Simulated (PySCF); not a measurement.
# Mg+ (magnesium, charge +1) across methods

[Ne] 3s1, 2S determinant. Calculation: PySCF 2.14, in aug-cc-pVTZ with one added diffuse shell each of s, p, d, f type (7s6p4d3f, 66 functions); no relativity, point nucleus. The B2PLYP total includes its PT2 part (frozen core); its orbital energies are those of the SCF part.

| method | E (hartree) | mean ε 2p α (eV) | mean ε 2p β (eV) | mean ε 3s α (eV) | Σ⟨r²⟩ (bohr²) | ⟨S²⟩ |
| --- | --- | --- | --- | --- | --- | --- |
| PBE0 | -199.6896 | -59.990 | -59.823 | -12.711 | 13.75 | 0.750 |
| UHF | -199.37055 | -70.930 | -70.774 | -14.736 | 14.02 | 0.750 |
| MN15 | -199.7016 | -61.221 | -61.131 | -12.774 | 14.13 | 0.750 |
| B2PLYP | -199.6843 | -64.165 | -64.015 | -13.467 | 13.73 | 0.750 |
| r2SCAN | -199.7689 | -57.308 | -57.189 | -12.053 | 13.72 | 0.750 |
| CAM-B3LYP | -199.7915 | -61.391 | -61.251 | -13.943 | 13.61 | 0.750 |
| LDA | -198.8454 | -56.067 | -55.915 | -11.991 | 13.63 | 0.750 |
| PBE | -199.6690 | -55.981 | -55.811 | -11.905 | 13.72 | 0.750 |

Q: Estimate the same row for B97-3.

A: E (hartree) = -199.7710; mean ε 2p α (eV) = -60.275; mean ε 2p β (eV) = -60.171; mean ε 3s α (eV) = -12.691; Σ⟨r²⟩ (bohr²) = 13.66; ⟨S²⟩ = 0.750.
